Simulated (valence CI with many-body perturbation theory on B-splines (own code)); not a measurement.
**Which ion has this spectrum?**

A relativistic CI+MBPT calculation for an atom or ion with 7 electrons gives these levels (eV):

```csv
J,Parity,E,g
3/2,odd,0.00,1.42
3/2,odd,123.19,1.42
5/2,odd,139.85,1.19
1/2,odd,162.44,0.65
3/2,odd,286.27,1.27
5/2,even,287.93,1.51
1/2,even,338.13,2.23
3/2,even,339.22,1.28
3/2,even,430.66,1.44
5/2,even,455.70,1.26
1/2,even,481.12,1.49
3/2,even,493.08,1.11
1/2,even,622.45,1.58
3/2,odd,675.94,1.32
```

The energies are calculated, and their last digits are not significant.

(1) Which is it?
A. Rh38+
B. Nb34+
C. Pd39+
D. Ru37+

Answers

(1) D. Ru37+, ground level (2s^2 2p1/2^2 2p3/2) J=3/2.
